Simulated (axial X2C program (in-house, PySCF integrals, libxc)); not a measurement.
BaH⁺: from Re and ωe to a spectrum

A bond curve at the CCSD(T) level, two-component, was computed with an axial X2C code built on PySCF integrals (basis Ba dyall-cv3z [14s14p9d5f1g], H dyall-v3z [6s2p1d] (cores contracted in-house)) for the state Ω = 0 (closed shell). Its fit gives Re = 2.1400 Å, ωe = 1341.3 cm⁻¹, ωexe = 13.5 cm⁻¹ and αe = 6.059e-02 cm⁻¹; the masses are 137.9052 and 1.0078 u. Two-component means X2C with spin–orbit coupling and atomic mean-field Coulomb and Gaunt terms.

Correlated methods: 10 electrons correlated (number of frozen shells: Ba 4 s, 3 p, 2 d; H none), 230 virtual spin orbitals or spinors in MP2, 90 natural virtuals in coupled cluster.

Question: Find the reduced mass, Be and the force constant.

Answer: From the CCSD(T) values: μ = 1.0005 u. Be = 16.8576/(μ Re²) = 3.679 cm⁻¹. k = 5.8918×10⁻⁷ μ ωe² = 1.06 mdyn/Å.

Question: Estimate the centrifugal constant by the Kratzer relation.

Answer: D = 4Be³/ωe² = 1.11e-04 cm⁻¹.

Question: Estimate De from a Morse curve and compare with the computed well depth of 2.420 eV to Ba+ + H.

Answer: De(Morse) = ωe²/(4ωexe) = 4.131 eV against 2.420 eV computed, a ratio of 1.71. The extrapolation overshoots: the well softens faster than a Morse curve, or the lowest atomic limit lies below the one to which the curve heads.

Question: A Morse curve ties αe to the other constants (Pekeris). How well does that hold?

Answer: αe(Morse) = 6Be²/ωe × (√(ωexe/Be) − 1) = 5.544e-02 cm⁻¹; the CCSD(T) curve gives 6.059e-02 cm⁻¹, a ratio of 0.91.

Question: Give B0, the J = 1←0 line in GHz and the most populated J at 300 K (kT = 208.5 cm⁻¹).

Answer: B0 = Be − αe/2 = 3.649 cm⁻¹; 2B0 = 218.8 GHz; J(max) ≈ √(kT/2B0) − 1/2 = 4.8, so J = 5.

The state is one determinant whose occupation by symmetry is held fixed; it was picked as the lowest of a PBE0 search that is not exhaustive. Dissociation energies refer to the lowest single-determinant-based atoms at the same level and basis. CCSD and (T) use frozen natural virtuals with an MP2 correction for the truncation; (T) itself is uncorrected, so its De runs slightly low.
